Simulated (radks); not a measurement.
Problem. All-electron atom: Re3+ in [Xe] 4f14 5d2 6p2 (not the ground configuration). Calculated with a radial shooting solver on a logarithmic mesh with Libxc functionals: Dirac Kohn-Sham, PBE, spin-unpolarised, spherical densities, finite nucleus; open shells fill j = l - 1/2 first; Fermi nuclear charge, rms radius 5.3698 fm.

Spin-orbit splittings of the eigenvalues, e(l+1/2) - e(l-1/2), with zeta = 2 splitting/(2l+1) and mean radii in bohr:

shell  occ.  splitting (eV)  zeta (eV)  <r> j=l-1/2  <r> j=l+1/2
2p        6            1440      959.7      0.06246      0.07054
3p        6           312.6      208.4       0.1870       0.2019
3d       10           67.87      27.15       0.1765       0.1811
4p        6           72.93      48.62       0.4450       0.4784
4d       10           13.48      5.390       0.4934       0.5048
4f       14               ?          ?       0.5735       0.5820
5p        6           11.51      7.674        1.116        1.206
5d        2           1.270     0.5080        1.569        1.608
6p        2           1.855      1.237        2.767        2.944

Estimate the 4f splitting.

Solution. 2.520 eV (zeta = 0.7201 eV).
